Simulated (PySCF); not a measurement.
Gas-phase reaction: 2 ZrO₂ + 6 HCl = 2 ZrCl₃OH + O₂ + 2 H₂

Energies from PySCF (xtb for GFN2), thermal terms from the rigid-rotor harmonic-oscillator model, ideal gas at 1 bar. S°(298 K) at PBE0/def2-TZVP differs from the NASA 1993 table for ZrO₂ (-6 J/mol/K); whether the harmonic model or the table's entry is off was not settled. † marks an energy on the PBE0/def2-TZVP geometry and frequencies; other levels use their own. MP2 and CCSD(T) freeze the core. Open shells (unrestricted): O₂ (multiplicity 3); the rest are closed-shell singlets. GFN2 has no spin-polarisation term. B3LYP is the form with VWN-RPA correlation. Zr: scalar-relativistic def2 core potential, no spin-orbit coupling. ZrCl₃OH: computed as isolated molecules; such fragments, hydroxides, amides, oligomers or adducts are transient or little studied in the gas. MP2 isn't extrapolated to the basis-set limit; its ΔH°(298 K) is -873.4 kJ in def2-SVP and -809.0 kJ in def2-TZVPP. CCSD(T) isn't extrapolated to the basis-set limit; its ΔH°(298 K) is -967.3 kJ in def2-SVP and -905.5 kJ in def2-TZVPP. The harmonic model lacks anharmonicity and excited electronic states, which grow with temperature; levels with a mode under 35 cm⁻¹ are left out. Soft modes under 120 cm⁻¹ make the harmonic entropy rough for ZrCl₃OH. Warning, large T1 diagnostic: ZrO₂ (CCSD(T)/def2-SVP†).

```tsv
level	ΔE electronic, kJ	ΔH°(298 K), kJ	ΔS°(298 K), J/K	ΔG°(2500 K), kJ
B3LYP/def2-TZVP†	-929	-915	-424	4
CCSD(T)/def2-SVP†	-981	-967	-424	-48
GFN2-xTB	-1303	-1281	-405	-399
M06-2X/def2-TZVP†	-1018	-1004	-424	-84
MP2/def2-SVP†	-887	-873	-424	46
PBE/def2-TZVP†	-876	-862	-424	57
ωB97M-V/def2-TZVP†	-987	-973	-424	-53
```
ΔH° is lowest at GFN2-xTB and highest at PBE/def2-TZVP†. No reference value is set beside these.
